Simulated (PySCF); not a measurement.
PySCF input file for H4O4Si, SMILES O[Si](O)(O)O (connectivity only; charge and spin as stated), charge +1, multiplicity 2, ωB97X-D3(BJ)/def2-SVP. 

```python
import numpy as np
from pyscf import gto, scf, dft
import os
os.environ['JAX_PLATFORMS'] = 'cpu'
from ase import Atoms, units
from ase.calculators.calculator import Calculator, all_changes
from sella import Sella

mol = gto.M(
    atom='''
    O    -1.15263337   -0.60881314    0.95159189
    Si   -0.00000000    0.00000000   -0.00209840
    O     0.60730559   -1.15919330   -0.94777655
    O    -0.60730559    1.15919328   -0.94777657
    O     1.15263337    0.60881316    0.95159188
    H    -1.23350680   -1.47662242    1.35614532
    H     1.46653310   -1.22973982   -1.37197906
    H    -1.46653308    1.22973979   -1.37197909
    H     1.23350678    1.47662245    1.35614530
    ''',
    basis='def2-SVP',
    charge=1,
    spin=1,
    max_memory=1600,
    verbose=3,
)
mf = dft.UKS(mol, xc='wb97x-d3bj').density_fit(auxbasis='def2-universal-jkfit')
mf.grids.level = 3
mf.conv_tol = 1e-9
mf.max_cycle = 100
mf.kernel()
fine, coarse = mf.grids, dft.Grids(mol).set(level=1).build(with_non0tab=True)
for _ in range(3):  # follow internal instabilities
    mf.grids = coarse
    mo, _, stable, _ = mf.stability(return_status=True, nroots=4)
    mf.grids = fine
    if stable:
        break
    mf.kernel(mf.make_rdm1(mo, mf.mo_occ))
grad = mf.nuc_grad_method()
grad.grid_response = mol.nao <= 150
scan = grad.as_scanner()
scan.verbose = scan.base.verbose = 0
class SCF(Calculator):
    implemented_properties = ['energy', 'forces']
    def calculate(self, atoms=None, properties=None, system_changes=all_changes):
        super().calculate(atoms, properties, system_changes)
        e, g = scan(mol.set_geom_(self.atoms.positions, unit='Angstrom', inplace=False))
        assert scan.converged
        self.results = {'energy': float(e) * units.Hartree, 'forces': -np.asarray(g) * units.Hartree / units.Bohr}
atoms = Atoms(mol.elements, mol.atom_coords(unit='Angstrom'), calculator=SCF())
conv = Sella(atoms, order=0, internal=True, allow_fragments=True).run(fmax=0.002, steps=150)
mol_eq = mol.set_geom_(atoms.positions, unit='Angstrom', inplace=False)
print(mol_eq.tostring(format='xyz'))
mf.reset(mol_eq)
mf.verbose = 3
mf.kernel()
```

Output:

```

WARN: HOMO -0.467277754918779 >= LUMO -0.467277754918779

converged SCF energy = -592.306180674014  <S^2> = 0.75833601  2S+1 = 2.0083187
<class 'pyscf.df.df_jk.DFUKS'> wavefunction is stable in the internal stability analysis
     Step          Energy         fmax         cmax       rtrust          rho
Sella   0   -16117.472127       0.8221       0.0000       0.1000       1.0000
Sella   1   -16117.556229       0.8221       0.0000       0.1000       1.1687
Sella   2   -16117.646036       1.6205       0.0000       0.1000       1.4190
Sella   3   -16117.801688       2.5540       0.0000       0.1000       0.7562
Sella   4   -16117.920956       1.3947       0.0000       0.1000       0.9600
Sella   5   -16118.013619       0.6338       0.0000       0.1000       1.1314
Sella   6   -16118.082388       0.5343       0.0000       0.1000       0.9614
Sella   7   -16118.119599       0.2942       0.0000       0.1000       0.9662
Sella   8   -16118.149034       0.2294       0.0000       0.1150       0.9836
Sella   9   -16118.168857       0.2368       0.0000       0.1322       0.9833
Sella  10   -16118.183236       0.1679       0.0000       0.1322       1.0956
Sella  11   -16118.195125       0.1652       0.0000       0.1322       1.0689
Sella  12   -16118.200980       0.1212       0.0000       0.1521       0.9973
Sella  13   -16118.201797       0.0491       0.0000       0.1521       1.4311
Sella  14   -16118.202494       0.0407       0.0000       0.1521       1.3474
Sella  15   -16118.202734       0.0310       0.0000       0.1521       1.2066
Sella  16   -16118.202769       0.0230       0.0000       0.1521       1.2526
Sella  17   -16118.202776       0.0081       0.0000       0.1521       1.2106
Sella  18   -16118.202778       0.0035       0.0000       0.1521       1.3515
Sella  19   -16118.202778       0.0028       0.0000       0.1521       1.4325
9
XYZ from PySCF
O          -0.96345905       -0.53876259        1.13283379
Si          0.00000397        0.00000477       -0.16551048
O           0.64421054       -1.25842834       -0.90075506
O          -0.64420236        1.25843542       -0.90076127
O           0.96345421        0.53876200        1.13283589
H          -0.72831933       -1.37432464        1.58690668
H           1.10000116       -1.32037965       -1.74929079
H          -1.10000737        1.32037871       -1.74929053
H           0.72831824        1.37431432        1.58689650
converged SCF energy = -592.333031620171  <S^2> = 0.75703916  2S+1 = 2.0070268
```

The run converged.
